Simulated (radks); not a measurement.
The numbers below are computed, except where a source is named.
Species: Ho3+. Configuration: [Xe] 4f10.

Level of theory: Dirac Kohn-Sham, BLYP, spin-unpolarised, spherical densities, finite nucleus; open shells fill j = l - 1/2 first; Fermi nuclear charge, rms radius 5.2022 fm (a radial shooting solver on a logarithmic mesh with Libxc functionals).

Energy parts (hartree):
| part | energy |
|---|---|
| total | -12626.5750 |
| kinetic | 13891.2533 |
| electron-nucleus | -31109.4525 |
| Hartree | 4863.2599 |
| exchange-correlation | -271.6357 |

Orbitals (lengths in bohr, moments of r in powers of bohr):
orbital  occ.  eigenvalue (hartree)   <1/r>
1s1/2       2             -2038.187   76.04
2s1/2       2             -341.7414   18.25
2p1/2       2             -325.3702   18.23
2p3/2       4             -293.8698   15.89
3s1/2       2             -77.26379   6.673
3p1/2       2             -70.09079   6.590
3p3/2       4             -63.51306   5.992
3d3/2       4             -51.19460   5.876
3d5/2       6             -49.75744   5.729
4s1/2       2             -16.22257   2.794
4p1/2       2             -13.37248   2.686
4p3/2       4             -11.89184   2.480
4d3/2       4              -7.19418   2.261
4d5/2       6              -6.92480   2.210
4f5/2       6              -1.29849   1.675
4f7/2       4              -1.26001   1.652
5s1/2       2              -2.93214   1.067
5p1/2       2              -2.13827  0.9467
5p3/2       4              -1.93572  0.8765

The highest occupied level is 4f7/2 at -34.287 eV. The electron density at the nucleus is 8.056e+05 e/bohr^3. For comparison, the ionisation energy in NIST's Atomic Spectra Database is 42.5 eV (semi-empirical). In exact Kohn-Sham theory the highest level is minus the ionisation energy, but local and semilocal functionals leave it too shallow, through self-interaction and a potential that decays too fast; potentials with the right tail come closer. Summed over all electrons, <r^2> = 33.82 bohr^2, which gives a Langevin (diamagnetic) susceptibility term of -26.8 x 10^-6 cm^3/mol. The density falls to 0.001 e/bohr^3 at r = 3.18 bohr.

Beside tabulated values, note that spin-unpolarised runs miss the spin-polarisation part of the exchange energy of open shells.
